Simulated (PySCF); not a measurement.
H₅Si, SMILES [SiH5-], charge -1. Atoms are numbered in the order given.

```xyz
6

Si     0.0000     0.0000     0.0000
H      0.0000     0.0000     1.6219
H      0.0000     0.0000    -1.6219
H      1.5325     0.0000     0.0000
H     -0.7663     1.3272     0.0000
H     -0.7663    -1.3272     0.0000
```
Charge -1, spin multiplicity 1.

Geometry: PBE0-D3(BJ)/def2-TZVPD.

Method: M06-2X/def2-TZVPD (PySCF).

Symmetry labels are those of the subgroup C2v that the program uses (full group D3h).

Computed valence orbital energies around the gap with their symmetry:
| orbital | symmetry | energy (eV) |
|---|---|---|
| HOMO−7 | A1 | -98.84 |
| HOMO−6 | B1 | -98.84 |
| HOMO−5 | B2 | -98.79 |
| HOMO−4 | A1 | -10.55 |
| HOMO−3 | B1 | -5.09 |
| HOMO−2 | A1 | -5.09 |
| HOMO−1 | B2 | -4.63 |
| HOMO | A1 | -0.92 |
| LUMO | A1 | 4.80 |
| LUMO+1 | B1 | 6.24 |
| LUMO+2 | A1 | 6.24 |
| LUMO+3 | A2 | 6.82 |
